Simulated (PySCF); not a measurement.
SMILES CC(=O)C[SiH2]c1ccco1 (C7H10O2Si) at its GFN2-xTB optimised geometry (Å):

```
20

C     -1.5720     0.2220     3.0808
C     -1.9049    -1.1429     2.5302
O     -1.7828    -2.1535     3.1811
C     -2.3718    -1.1535     1.1118
Si    -0.9170    -1.6420    -0.0390
C      0.3581    -0.2672     0.0000
C      1.7277    -0.2672     0.0000
C      2.1399     1.0833     0.0000
C      0.9935     1.8177    -0.0028
O     -0.0811     1.0188    -0.0028
H     -0.9760     0.7824     2.3657
H     -2.4984     0.7690     3.2509
H     -1.0389     0.1308     4.0236
H     -2.7730    -0.1851     0.8205
H     -3.1435    -1.9126     0.9943
H     -0.2793    -2.8764     0.4105
H     -1.4669    -1.7790    -1.3948
H      2.3563    -1.1338     0.0033
H      3.1435     1.4563     0.0031
H      0.8208     2.8764    -0.0018
```

Computed with PySCF with CAM-B3LYP/def2-SVP. Cells within 0.4 Å of a nucleus heavier than hydrogen are left out (blank, or x).

Map of the deformation density (molecule minus spherical neutral atoms) (e/bohr³) on the plane z = 1.0 Å:

```
|1111111111111111111111111111111|
|1111111111111111111111111111111|
|1111111111111111111111111111111|
|1111111111111111111111111111111|
|1111111111111111111111111111111|
|1111111111111111111111111111111|
|1111111111111111111111111111111|
|1111111111111111111111111111111|
|1111111111111111011001111111111|
|1111111111111110000000111111111|
|1111111111111110000110011111111|
|1111111111111110000110011111111|
|1111111111111111000000001111111|
|1111111001111110000000001111111|
|1111110000000000000000001111111|
|1111100131000000000000001111111|
|1111101693000001111100011111111|
|1111101494110001111000011111111|
|11111012xx421000000000011111111|
|11111138xx431000000011111111111|
|1111004951110000011111111111111|
|1111000210000111111111111111111|
|1111100000001121111111111111111|
|1111111110001111111111111111111|
|1111111111111111111111111111111|
|1111111111111111111111111111111|
|1111111111111111111111111111111|
|1111111111111111111111111111111|
|1111111111111111111111111111111|
|1111111111111111111111111111111|
|1111111111111111111111111111111|
```
Scale: ten equal steps from -0.014 (start of '0') to 0.088 (end of '9'), in the order '0123456789'; x runs from -5.50 to 5.50, y from -5.50 (bottom) to 5.50 (top).
